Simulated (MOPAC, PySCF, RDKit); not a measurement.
Torsion H3–Si1–Si2–H6 in Si2H6 (SMILES [SiH3][SiH3]); at each angle all else is relaxed with GFN2-xTB, and the levels are single points there.
Geometry at 60° (charge 0, multiplicity 1):
```xyz
8

Si    -1.1492     0.0882    -0.0101
Si     1.1516    -0.0536    -0.0237
H     -1.7680    -0.7317    -1.0559
H     -1.6281     1.4570    -0.2245
H     -1.7320    -0.3567     1.2592
H      1.7342     0.3916    -1.2931
H      1.6306    -1.4223     0.1906
H      1.7704     0.7663     1.0222
```

On the grid 0° to 120°, 0° is the highest and 60° the lowest point at CCSD(T)/CBS(cc-pV(T+d)Z, cc-pV(Q+d)Z).

Rows in 3-21G carry no dispersion term and start afresh at each structure. The state reached by AM1 isn't checked.

Run with MOPAC for AM1 (differences of heats of formation); PySCF for 3-21G rows; RDKit for the force fields. Each number belongs to the level named beside it.

One of these levels gives 0.86 kcal/mol for the energy at 0° less that at 60°. Name it.
(A) MMFF94
(B) HF/3-21G
(C) AM1

B, HF/3-21G. The others give 1.29 (MMFF94), 0.10 (AM1)
